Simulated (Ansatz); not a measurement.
Consider the cleavage of the Si–Ge bond: `FC#[C][GeH2][SiH3]` + `O=C[TeH]` → `O=C[Te][SiH3]` + `FC#[C][GeH3]`.

Isolated molecules relaxed with PBE0-D4/def2-TZVP in Ansatz; ΔE leaves out vibrations. CBS: MP2 limit from def2 TZ/QZ plus the TZ coupled-cluster correction, frozen cores. DFT in def2-TZVPP. B3LYP here is the variant with VWN-RPA as its local correlation; programs differ in this. Elements past krypton have def2 core potentials. For Ge, Te outer-core shells are correlated without core-valence functions, which leaves a few kJ/mol of doubt a bond. Scalar relativity is left out up to krypton. One conformer a species, not always the lowest.

`FC#[C][GeH2][SiH3]`:

```xyz
10

F    -0.402    1.775    3.515
C     0.009    1.146    2.491
C     0.406    0.548    1.526
Ge    0.961   -0.382   -0.031
Si   -0.849   -0.403   -1.578
H     1.372   -1.803    0.387
H     2.191    0.342   -0.602
H    -0.447   -1.123   -2.816
H    -2.016   -1.092   -0.969
H    -1.225    0.992   -1.923
```

`O=C[TeH]`:

Z-matrix (Å, degrees):
```
C
O 1 1.188
Te 1 2.145 2 123.5
H 1 1.106 2 123.6 3 -180.0
H 3 1.658 1 91.4 2 -180.0
```

`O=C[Te][SiH3]`:

Cartesian coordinates in Å:
```
O -2.997 -0.604 -0.403
C -1.853 -0.413 -0.157
Te -0.481 0.531 -1.535
Si 1.413 0.336 0.071
H -1.366 -0.695 0.797
H 0.830 -0.329 1.270
H 1.945 1.669 0.443
H 2.509 -0.495 -0.485
```

`FC#[C][GeH3]`:

Cartesian coordinates in Å:
```
F -2.433 -2.138 -0.021
C -1.480 -1.300 -0.013
C -0.577 -0.507 -0.005
Ge 0.845 0.743 0.007
H 1.955 0.217 0.926
H 1.373 0.901 -1.424
H 0.317 2.084 0.529
```

Task: Is it downhill or uphill in electronic energy at CCSD(T)/CBS, and by how much? (Best estimate.)

Result: The calculation gave: Downhill: ΔE = -10.4 kcal/mol.

Task: What do these levels give: PBE0-D4, B3LYP-D4, PBE, r2SCAN, B3LYP, MP2/def2-QZVPP? (Estimate.)

Result: Computed: PBE0-D4 -9.4, B3LYP-D4 -9.2, PBE -8.8, r2SCAN -9.7, B3LYP -8.8, MP2/def2-QZVPP -12.1 kcal/mol.

Largest T1 diagnostic among the species: 0.016.
